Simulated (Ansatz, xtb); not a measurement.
# A geometry optimisation of AlGeH7Si with r2SCAN-D4/def2-SVP

The starting geometry of this gas-phase singlet has its atoms placed at random.

```xyz
10

Al   -0.0836    0.8247    0.7338
Ge   -0.5257    0.3907   -2.4326
Si    2.2581    0.1168   -0.2016
H    -1.1997   -0.1235   -0.0947
H     1.2341    1.6294    1.6115
H     0.3973   -0.1033   -0.9120
H     0.4393    2.0207    0.7249
H     1.6527   -0.0681    1.6153
H    -0.4528   -1.1060    1.3464
H     0.2565   -0.8075   -2.0240
```

Q: One run relaxed it with r2SCAN-D4/def2-SVP. What is a likely outcome?

A: It ends as a structure with H4 bridging Al1 and Ge2, H5 bridging Si3 and Al1, H6 bridging Ge2 and Si3, given below by its coordinates. Distances that change by over a tenth: Al1–H6 (1.95 → 2.95 Å), Al1–H7 (1.31 → 1.59 Å). Contacts that close: Al1–H9 (2.06 → 1.58 Å), Ge2–H4 (2.49 → 1.68 Å), Si3–H5 (2.57 → 1.58 Å), Si3–H6 (2.00 → 1.65 Å), Si3–H8 (1.92 → 1.53 Å).

The energy falls by 10.26 eV over 20 steps:

| step | E − E(last) (eV) |
| --- | --- |
| 1 | 10.264 |
| 3 | 4.696 |
| 5 | 1.704 |
| 7 | 0.529 |
| 9 | 0.266 |
| 12 | 0.018 |
| 14 | 0.005 |
| 16 | 0.001 |
| 18 | 0.000 |
| 20 | 0.000 |

Final geometry (Å):

```json
{"atom": "Al", "x (Å)": "-0.2905", "y (Å)": "0.6583", "z (Å)": "1.0678"}
{"atom": "Ge", "x (Å)": "-0.0894", "y (Å)": "0.2549", "z (Å)": "-1.9717"}
{"atom": "Si", "x (Å)": "2.2946", "y (Å)": "0.2269", "z (Å)": "0.0937"}
{"atom": "H", "x (Å)": "-0.9348", "y (Å)": "0.2763", "z (Å)": "-0.5191"}
{"atom": "H", "x (Å)": "1.4405", "y (Å)": "1.2838", "z (Å)": "0.9076"}
{"atom": "H", "x (Å)": "1.4934", "y (Å)": "0.6469", "z (Å)": "-1.2819"}
{"atom": "H", "x (Å)": "-0.8377", "y (Å)": "2.1423", "z (Å)": "1.2338"}
{"atom": "H", "x (Å)": "1.3585", "y (Å)": "-0.8971", "z (Å)": "0.5261"}
{"atom": "H", "x (Å)": "-0.6104", "y (Å)": "-0.5201", "z (Å)": "2.0741"}
{"atom": "H", "x (Å)": "0.1519", "y (Å)": "-1.2982", "z (Å)": "-1.7633"}
```

From the same start GFN2-xTB ends elsewhere, differing in Al1–Ge2 (2.55 against 3.07 Å here), Al1–H5 (3.40 against 1.85 Å here), Al1–H6 (1.73 against 2.95 Å here), Si3–H6 (3.20 against 1.65 Å here).

From so rough a start the end depends on the optimiser's path, so another program may land elsewhere. No frequencies were run, so the end isn't proven a minimum. Run with Ansatz 0.2.0, 52 s on 2 threads of Intel(R) Xeon(R) Platinum 8259CL CPU @ 2.50GHz (Skylake/Cascade Lake) (shared host).
